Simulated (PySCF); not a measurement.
A run for PySCF: U-HF/6-31G* on H4MgSi (SMILES [MgH][SiH3]), a point of a bond scan (R = 2.983 Å).

```python
from pyscf import gto, scf, dft, mp
from pyscf.data.elements import chemcore

mol = gto.M(
    atom='''
    Mg   -1.27392741   -0.69923846   -0.17849356
    H    -2.75463928   -1.51197762   -0.38596026
    Si    0.97176783    0.53338788    0.13615713
    H     2.25434363   -0.03391072    2.76855757
    H     0.83766034    2.01691253    0.06363188
    H     1.98630247    0.16875768   -0.89430607
    ''',
    basis='6-31g*',
    cart=True,
    charge=0, spin=0, verbose=3, max_memory=1800)
mf = scf.UHF(mol)
mf.conv_tol = 1e-8
mf.max_cycle = 100
mf.init_guess_breaksym = True
mf.kernel()
if not mf.converged:
    mf = mf.newton().run(mf.mo_coeff, mf.mo_occ)
for _ in range(4):
    mo, _, stable, _ = mf.stability(return_status=True)
    if stable:
        break
    mf.kernel(mf.make_rdm1(mo, mf.mo_occ))
```

Question: Give the final energy of this run.

Answer: -490.7024 hartree. Its determinant has ⟨S²⟩ = 0.90, a mixture of spin states.
